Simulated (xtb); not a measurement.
C$_{3}$H$_{7}$ (SMILES C[CH-]C), charge -1, singlet, from a rough starting geometry; xtb with GFN2-xTB.

xtb was given this input:
```
$ xtb mol.xyz --gfn 2 --chrg -1 --opt vtight --json

# file mol.xyz
10

C     -0.05504246     0.03204936     0.76346411
C     -0.14669106     1.26996064    -0.09739907
C     -0.11746063    -1.24833874    -0.14895759
H      0.88573869     0.02359917     1.43391422
H     -0.12754402     2.14622751     0.50428525
H     -0.06986767    -2.19623864     0.50529704
H      0.81316544     1.28474223    -0.70298133
H     -0.96429267     1.33374089    -0.81358347
H     -0.95755035    -1.31169867    -0.70049196
H      0.79923000    -1.25412316    -0.72544867
```

Q: Predict the main parts of the log of this xtb run.

A: 
```
   ID    Z sym.   atoms
    1    6 C      1-3
    2    1 H      4-10

           -------------------------------------------------
          |                Calculation Setup                |
           -------------------------------------------------

           -------------------------------------------------
          |                 G F N 2 - x T B                 |
           -------------------------------------------------

          ...................................................
          :                      SETUP                      :
          :.................................................:
          :  # basis functions                  19          :
          :  # atomic orbitals                  19          :
          :  # shells                           13          :
          :  # electrons                        20          :
          :  max. iterations                   250          :
          :  Hamiltonian                  GFN2-xTB          :
          :  restarted?                      false          :
          :  GBSA solvation                  false          :
          :  PC potential                    false          :
          :  electronic temp.          300.0000000     K    :
          :  accuracy                    1.0000000          :
          :  -> integral cutoff          0.2500000E+02      :
          :  -> integral neglect         0.1000000E-07      :
          :  -> SCF convergence          0.1000000E-05 Eh   :
          :  -> wf. convergence          0.1000000E-03 e    :
          :  Broyden damping             0.4000000          :
          :  net charge                         -1          :
          :  unpaired electrons                  0          :
          ...................................................

 iter      E             dE          RMSdq      gap      omega  full diag
   1    -10.0996610 -0.100997E+02  0.409E+00    9.48       0.0  T
   2    -10.1857728 -0.861117E-01  0.206E+00    8.34       1.0  T
   3    -10.1876005 -0.182772E-02  0.114E+00    8.63       1.0  T
   4    -10.1877338 -0.133307E-03  0.191E-01    8.54       1.0  T
   5    -10.1877550 -0.211839E-04  0.633E-02    8.55       1.0  T
   6    -10.1877555 -0.556985E-06  0.123E-02    8.55       2.6  T
   7    -10.1877557 -0.129524E-06  0.361E-03    8.55       8.8  T
   8    -10.1877557 -0.206657E-08  0.722E-04    8.55      43.8  T
   9    -10.1877557 -0.203515E-08  0.238E-04    8.55     132.9  T

   *** convergence criteria satisfied after 9 iterations ***

         :::::::::::::::::::::::::::::::::::::::::::::::::::::
         ::                     SUMMARY                     ::
         :::::::::::::::::::::::::::::::::::::::::::::::::::::
         :: total energy             -10.042590840635 Eh    ::
         :: gradient norm              0.147611823466 Eh/a0 ::
         :: HOMO-LUMO gap              8.549649296234 eV    ::
         ::.................................................::
         :: SCC energy               -10.187754716312 Eh    ::
         :: -> isotropic ES            0.138243043367 Eh    ::
         :: -> anisotropic ES          0.013720880557 Eh    ::
         :: -> anisotropic XC          0.004167058699 Eh    ::
         :: -> dispersion             -0.005330455821 Eh    ::
         :: repulsion energy           0.145163875677 Eh    ::
         :: add. restraining           0.000000000000 Eh    ::
         :: total charge              -1.000000000000 e     ::
         :::::::::::::::::::::::::::::::::::::::::::::::::::::

      -----------------------------------------------------------
     |                   =====================                   |
     |                        A N C O P T                        |
     |                   =====================                   |
     |               Approximate Normal Coordinate               |
     |                Rational Function Optimizer                |
      -----------------------------------------------------------
      -----------------------------------------------------------
     |                   =====================                   |
     |                        A N C O P T                        |
     |                   =====================                   |
     |               Approximate Normal Coordinate               |
     |                Rational Function Optimizer                |
      -----------------------------------------------------------

          ...................................................
          :                      SETUP                      :
          :.................................................:
          :   optimization level         verytight          :
          :   max. optcycles                   200          :
          :   ANC micro-cycles                  20          :
          :   degrees of freedom                24          :
          :.................................................:
          :   RF solver                   davidson          :
          :   write xtbopt.log                true          :
          :   linear?                        false          :
          :   energy convergence         0.1000000E-06 Eh   :
          :   grad. convergence          0.2000000E-03 Eh/α :
          :   maxmium RF displ.          1.0000000          :
          :   Hlow (freq-cutoff)         0.1000000E-01      :
          :   Hmax (freq-cutoff)         5.0000000          :
          :   S6 in model hess.         20.0000000          :
          ...................................................

generating ANC from exact Hessian ...
Using Lindh-Hessian (1995)
 Shifting diagonal of input Hessian by    4.1191840954672493E-003
 Lowest  eigenvalues of input Hessian
    0.000000    0.000000    0.000000    0.000000    0.000000    0.000000
    0.010000    0.011815    0.015938    0.031327    0.039241    0.045863
    0.061159    0.069007    0.097507    0.107954    0.117690    0.125567
[...]
 * total energy  :   -10.0425908 Eh     change       -0.5045209E-10 Eh
 * total energy  :   -10.0620557 Eh     change       -0.1946486E-01 Eh
 * total energy  :   -10.0644947 Eh     change       -0.2438965E-02 Eh
 * total energy  :   -10.0648104 Eh     change       -0.3157500E-03 Eh
 * total energy  :   -10.0648692 Eh     change       -0.5880295E-04 Eh
 * total energy  :   -10.0648906 Eh     change       -0.2134592E-04 Eh
 * total energy  :   -10.0648998 Eh     change       -0.9211467E-05 Eh
 * total energy  :   -10.0649015 Eh     change       -0.1682563E-05 Eh
 * total energy  :   -10.0649022 Eh     change       -0.7224865E-06 Eh
 * total energy  :   -10.0649023 Eh     change       -0.1507585E-06 Eh
 * total energy  :   -10.0649024 Eh     change       -0.2833720E-07 Eh
   *** GEOMETRY OPTIMIZATION CONVERGED AFTER 11 ITERATIONS ***
[...]

 iter      E             dE          RMSdq      gap      omega  full diag
   1    -10.1921791 -0.101922E+02  0.243E-05    9.83       0.0  T
   2    -10.1921791 -0.138556E-12  0.146E-05    9.83    2168.5  T
   3    -10.1921791 -0.639488E-13  0.266E-06    9.83   11885.6  T

   *** convergence criteria satisfied after 3 iterations ***

         :::::::::::::::::::::::::::::::::::::::::::::::::::::
         ::                     SUMMARY                     ::
         :::::::::::::::::::::::::::::::::::::::::::::::::::::
         :: total energy             -10.064902363922 Eh    ::
         :: gradient norm              0.000060672703 Eh/a0 ::
         :: HOMO-LUMO gap              9.826772669937 eV    ::
         ::.................................................::
         :: SCC energy               -10.192178135507 Eh    ::
         :: -> isotropic ES            0.133138905959 Eh    ::
         :: -> anisotropic ES          0.012728045292 Eh    ::
         :: -> anisotropic XC          0.004079556562 Eh    ::
         :: -> dispersion             -0.005393878482 Eh    ::
         :: repulsion energy           0.127275771586 Eh    ::
         :: add. restraining           0.000000000000 Eh    ::
         :: total charge              -1.000000000000 e     ::
         :::::::::::::::::::::::::::::::::::::::::::::::::::::

           -------------------------------------------------
          |                Property Printout                |
           -------------------------------------------------

    * Orbital Energies and Occupations

         #    Occupation            Energy/Eh            Energy/eV
      -------------------------------------------------------------
         1        2.0000           -0.3629750              -9.8771
         2        2.0000           -0.3555985              -9.6763
         3        2.0000           -0.2826376              -7.6910
         4        2.0000           -0.2657486              -7.2314
         5        2.0000           -0.2610794              -7.1043
         6        2.0000           -0.2479766              -6.7478
         7        2.0000           -0.2424692              -6.5979
         8        2.0000           -0.1784605              -4.8562
         9        2.0000           -0.1640585              -4.4643
        10        2.0000           -0.0304433              -0.8284 (HOMO)
        11                          0.3306839               8.9984 (LUMO)
        12                          0.3324039               9.0452
        13                          0.3618512               9.8465
        14                          0.3708889              10.0924
        15                          0.4013222              10.9205
        16                          0.4048502              11.0165
        17                          0.4474895              12.1768
        18                          0.4817404              13.1088
        19                          0.4841961              13.1756
      -------------------------------------------------------------
                  HL-Gap            0.3611273 Eh            9.8268 eV
             Fermi-level            0.1501203 Eh            4.0850 eV

     #   Z          covCN         q      C6AA      α(0)
     1   6 C        2.866    -0.319    36.967     9.966
     2   6 C        3.746    -0.029    21.166     6.563
     3   6 C        3.746    -0.029    21.166     6.563
     4   1 H        0.916    -0.163     8.413     4.537
     5   1 H        0.923    -0.066     4.493     3.315
     6   1 H        0.923    -0.066     4.494     3.315
     7   1 H        0.918    -0.098     5.491     3.665
     8   1 H        0.923    -0.066     4.514     3.323
     9   1 H        0.923    -0.066     4.515     3.323
    10   1 H        0.918    -0.098     5.489     3.664

 Mol. C6AA /au·bohr⁶  :        980.585852
 Mol. C8AA /au·bohr⁸  :      19008.351400
 Mol. α(0) /au        :         48.233020

Wiberg/Mayer (AO) data.
largest (>0.10) Wiberg bond orders for each atom

 ---------------------------------------------------------------------------
     #   Z sym  total        # sym  WBO       # sym  WBO       # sym  WBO
 ---------------------------------------------------------------------------
     1   6 C    3.011 --     2 C    0.998     3 C    0.998     4 H    0.950
     2   6 C    3.936 --     1 C    0.998     5 H    0.985     8 H    0.983
                             7 H    0.954
     3   6 C    3.936 --     1 C    0.998     6 H    0.985     9 H    0.983
                            10 H    0.954
     4   1 H    0.973 --     1 C    0.950
     5   1 H    0.996 --     2 C    0.985
     6   1 H    0.996 --     3 C    0.985
     7   1 H    0.990 --     2 C    0.954
     8   1 H    0.996 --     2 C    0.983
     9   1 H    0.996 --     3 C    0.983
    10   1 H    0.990 --     3 C    0.954
 ---------------------------------------------------------------------------

Topologies differ in total number of bonds
Writing topology from bond orders to xtbtopo.mol

molecular dipole:
                 x           y           z       tot (Debye)
 q only:       -0.176      -0.017      -0.564
   full:        0.323      -0.015      -1.143       3.019
molecular quadrupole (traceless):
                xx          xy          yy          xz          yz          zz
 q only:        2.312       0.023      -2.436      -0.565      -0.011       0.124
  q+dip:        2.220       0.026      -0.751       1.055      -0.021      -1.469
   full:        1.893       0.023      -0.466       1.338      -0.019      -1.428

optimized geometry written to: xtbopt.xyz

           -------------------------------------------------
          | TOTAL ENERGY              -10.064902363922 Eh   |
          | GRADIENT NORM               0.000060672703 Eh/α |
          | HOMO-LUMO GAP               9.826772669937 eV   |
           -------------------------------------------------

normal termination of xtb
```
